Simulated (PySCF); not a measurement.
## How methods differ on the excitation energy of Eu

Eu [Xe] 4f7 6s2 (8S) → Eu [Xe] 4f7 6s1 6p1 (10P), as a difference of total energies. All numbers are calculated (PySCF 2.14, scalar relativity by spin-free X2C-1e, in ANO-RCC-VTZP). The calculations carry no spin-orbit coupling.

| method | excitation energy (eV) | error (eV) |
| --- | --- | --- |
| UHF | 1.198 | -0.642 |
| r2SCAN0 | 1.605 | -0.235 |
| PBEsol | 1.905 | +0.065 |

Reference: 1.840 eV (measured; NIST levels, between the centres of gravity of the two terms).

The basis was made for the ground configuration and has no added diffuse functions, so the excitation energy can come out too high.
